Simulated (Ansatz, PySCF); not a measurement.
This PySCF input computes a BLYP/def2-TZVPD energy:

```python
from pyscf import gto, scf, dft

mol = gto.M(
    atom='''
    B    -0.00000000   -0.00000000   -0.78099334
    F     0.00000000    0.00000000    0.43388519
    ''',
    basis='def2-tzvpd',
    charge=1,
    spin=1,
    symmetry='C2v',
    verbose=4,
)

mf = dft.UKS(mol, xc='blyp').density_fit(auxbasis='def2-universal-jkfit')
mf.grids.level = 3
mf.conv_tol = 1e-9
mf.max_cycle = 100
mf.max_memory = 1500
mf.kernel()
if not mf.converged:
    mf = mf.newton()
    mf.kernel(mf.make_rdm1())
mf.analyze()
```

Question: Write an input for the same energy in Ansatz (a first-principles code) and say what it gives.

Answer: 
Ansatz 0.2 input:
```yaml
crystal:
  periodic: [false, false, false]
  atoms:
    - {symbol: B, position_ang: [-0.00000000, -0.00000000, -0.78099334]}
    - {symbol: F, position_ang: [0.00000000, 0.00000000, 0.43388519]}
basis:
  gaussian:
    orbitals: def2-TZVPD
hamiltonian:
  xc: {name: BLYP}
total_charge: 1
magnetization: {spin_polarized: true, initial_magnetization: 1}
output: {forces: true}
```
It gives -124.30553 Eh, and PySCF -124.30556 Eh, a difference of 0.03 mEh, from the treatment of integrals and grids.
